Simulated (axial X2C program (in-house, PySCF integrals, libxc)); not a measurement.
**Ω levels of PtCN from open-shell CI on d9 s0 p(π)0**

Computed with an axial X2C code built on PySCF integrals: two-component X2C with atomic mean-field Coulomb and Gaunt terms, basis Pt dyall-v4z, C dyall-v4z, N dyall-v4z (cores contracted in-house). Orbitals come from Hartree–Fock averaged over the configuration Pt d9 s0 p(π)0; CI then distributes these electrons over the d, s, p(π) shells of Pt.

Pt–C–N held linear, bonds 1.981 and 1.160 Å (the second held) (near the minimum of the configuration average).

Active spinors (ω > 0):

| shell | ω | ε (eV) | character |
| --- | --- | --- | --- |
| d | 3/2 | -12.60 | 98% Pt d |
| d | 1/2 | -12.30 | 91% Pt d |
| d | 3/2 | -11.21 | 94% Pt d |
| d | 5/2 | -11.11 | 100% Pt d |
| d | 1/2 | -10.13 | 70% Pt d, 21% Pt s, 4% C p |
| s | 1/2 | 1.82 | 78% Pt s, 17% Pt p |
| p(π) | 1/2 | 0.59 | 96% Pt p |
| p(π) | 3/2 | 0.64 | 97% Pt p |

Lowest levels of this model:

| Ω | energy (cm⁻¹) | g∥ | μ (D) | configuration |
| --- | --- | --- | --- | --- |
| 5/2 | 0 | 6.00 | -7.62 | 100% d9 |
| 1/2 | 765 | 1.65 | -7.31 | 100% d9 |
| 3/2 | 2536 | 3.28 | -7.41 | 100% d9 |
| 3/2 | 10804 | 2.72 | -7.48 | 100% d9 |
| 1/2 | 11213 | 0.36 | -7.26 | 100% d9 |

g∥ is the magnitude of 2⟨Lz + ge Sz⟩ for the +Ω component. μ is positive if the N end is positive.

Task: From Ω and g∥ of the lowest level, whose 2⟨Lz + ge Sz⟩ is positive, find ⟨Sz⟩ and ⟨Lz⟩ (ge = 2.0023).

Result: Ω = ⟨Lz⟩ + ⟨Sz⟩ = 5/2 and ⟨Lz⟩ + ge⟨Sz⟩ = 3.000, so ⟨Sz⟩ = 0.50 and ⟨Lz⟩ = 2.00.

Occupations of the active spinors in the lowest level by ω, shell by shell in order of energy: -5/2: 0.00; -3/2: 1.00 1.00 0.00; -1/2: 1.00 1.00 0.00 0.00; 1/2: 1.00 1.00 0.00 0.00; 3/2: 1.00 1.00 0.00; 5/2: 1.00. The leading determinant has weight 1.00 among 1119.

This point took 6 s on 1 thread of Arm Neoverse V2, on a shared host.

There is no dynamic correlation: spin–orbit spacings and, for f shells, spacings inside one term are the most reliable numbers, splittings between terms come out too wide, and energies between configurations are not reliable, so the lowest level need not be the ground state of the molecule. For d shells the ligand-field splittings (σ, π, δ) and their order can be off by a thousand cm⁻¹ or more. At most 4 roots were kept for each Ω > 0 (twice that for Ω = 0) within 3.2 eV of the lowest, so higher up levels can be missing between those listed; levels with Ω > 0 are doubly degenerate and listed once, Ω = 0 levels singly. Some active spinors are only partly of the character that their shell is named for, so the shell names and counts are nominal. States that fill the shells left empty in the average are placed too high. The molecule was held linear; bending was not examined.
